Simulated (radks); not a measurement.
Task: Species: Zr3+. Configuration: [Ar] 3d10 4s1.5 4p6 4d1.5 (fractional occupations, a model configuration). Calculated with a radial shooting solver on a logarithmic mesh with Libxc functionals: Dirac Kohn-Sham, Wu-Cohen GGA, spin-unpolarised, spherical densities, finite nucleus; open shells fill j = l - 1/2 first; Fermi nuclear charge, rms radius 4.2694 fm. Some entries of the table are withheld. Estimate them.

| orbital | occ. | eigenvalue (Ry) | <1/r> (bohr^-1) | r(max) (bohr) |
|---|---|---|---|---|
| 1s1/2 | 2 | -1311.524 | 41.25 | 0.02414 |
| 2s1/2 | 2 | -183.6004 | 9.339 | 0.1371 |
| 2p1/2 | 2 | (1) | 9.315 | (2) |
| 2p3/2 | 4 | (3) | 8.913 | (4) |
| 3s1/2 | 2 | -31.91781 | 3.160 | 0.4084 |
| 3p1/2 | 2 | -26.22002 | (5) | 0.3962 |
| 3p3/2 | 4 | -25.21420 | (6) | 0.4053 |
| 3d3/2 | 4 | -15.15198 | 2.757 | 0.3456 |
| 3d5/2 | 6 | -14.96814 | 2.732 | 0.3483 |
| 4s1/2 | 1.5 | -6.09231 | 1.136 | 1.072 |
| 4p1/2 | 2 | (7) | 1.022 | 1.151 |
| 4p3/2 | 4 | (8) | 0.9962 | 1.175 |
| 4d3/2 | 1.5 | -2.13897 | (9) | 1.476 |
| 4d5/2 | 0 | -2.12447 | (10) | 1.486 |
| 5s1/2 | 0 | -1.79689 | 0.4527 | 2.663 |
| 5p1/2 | 0 | -1.41649 | (11) | 3.070 |
| 5p3/2 | 0 | -1.39279 | (12) | 3.124 |

Result: 
(1) 2p1/2 eigenvalue (Ry): -168.3055
(2) 2p1/2 r(max) (bohr): 0.1069
(3) 2p3/2 eigenvalue (Ry): -161.9937
(4) 2p3/2 r(max) (bohr): 0.1106
(5) 3p1/2 <1/r> (bohr^-1): 3.056
(6) 3p3/2 <1/r> (bohr^-1): 2.959
(7) 4p1/2 eigenvalue (Ry): -4.53169
(8) 4p3/2 eigenvalue (Ry): -4.39305
(9) 4d3/2 <1/r> (bohr^-1): 0.7297
(10) 4d5/2 <1/r> (bohr^-1): 0.7247
(11) 5p1/2 <1/r> (bohr^-1): 0.3929
(12) 5p3/2 <1/r> (bohr^-1): 0.3862
